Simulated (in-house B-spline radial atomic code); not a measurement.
## Binding energies in Ag²⁺

NIST's tabulated ground configuration is [Kr] 4d9; each binding energy is the energy of the ion with one electron taken from that subshell, relaxed, less that of the parent. Computed with a B-spline radial code for spherical atoms: Dirac-Hartree-Fock, average of configuration, Fermi nucleus of rms radius 4.5454 fm. Energies include first-order Breit, QED and recoil terms.

| subshell | X-ray name | binding energy (eV) | -ε (eV) | relaxation (eV) |
| --- | --- | --- | --- | --- |
| 1s | K | 25546.4 | 25687.6 | 62.7 |
| 2s | L1 | 3845.8 | 3886.9 | 33.2 |
| 2p1/2 | L2 | 3558.2 | 3602.2 | 36.4 |
| 2p3/2 | L3 | 3385.3 | 3426.0 | 35.4 |
| 3s | M1 | 753.5 | 768.2 | 13.5 |
| 3p1/2 | M2 | 638.8 | 653.7 | 13.9 |
| 3p3/2 | M3 | 607.5 | 621.6 | 13.5 |
| 4s | N1 | 135.2 | 138.9 | 3.6 |
| 4p1/2 | N2 | 97.43 | 100.71 | 3.13 |
| 4p3/2 | N3 | 92.32 | 95.32 | 2.92 |
| 4d | N4,5 | 34.3 | 36.11 | 1.83 |

Relaxation = -ε minus the binding energy without Breit, QED and recoil terms.

Emission lines follow as differences of binding energies, with λ = 12398.42 eV·Å / E:

```json
{"line": "K-L3", "holes": "1s → 2p3/2", "energy (eV)": "22161.1", "wavelength (Å)": "0.55947"}
{"line": "K-L2", "holes": "1s → 2p1/2", "energy (eV)": "21988.2", "wavelength (Å)": "0.56387"}
{"line": "K-M3", "holes": "1s → 3p3/2", "energy (eV)": "24938.9", "wavelength (Å)": "0.49715"}
{"line": "L1-M3", "holes": "2s → 3p3/2", "energy (eV)": "3238.3", "wavelength (Å)": "3.8287"}
{"line": "L3-M1", "holes": "2p3/2 → 3s", "energy (eV)": "2631.8", "wavelength (Å)": "4.711"}
```

(1) What screening constant σ does Moseley's law, E = (3/4)·13.6057 eV·(Z - σ)², need for K-L3?

Moseley's non-relativistic formula needs a falling, then negative, screening constant for heavy elements, because relativity binds the 1s electron more strongly than the formula allows.

(2) What does it cost to remove both a 4p1/2 and a 4d electron?

(3) What does it cost to remove both a 3p3/2 and a 4d electron?

(4) What does it cost to remove two 3s electrons?

Results:

(1) σ = 0.40.

(2) 148.01 eV, which is 16.28 eV more than the two single binding energies together.

(3) 659.93 eV, which is 18.14 eV more than the two single binding energies together.

(4) 1548 eV, which is 41.04 eV more than the two single binding energies together.
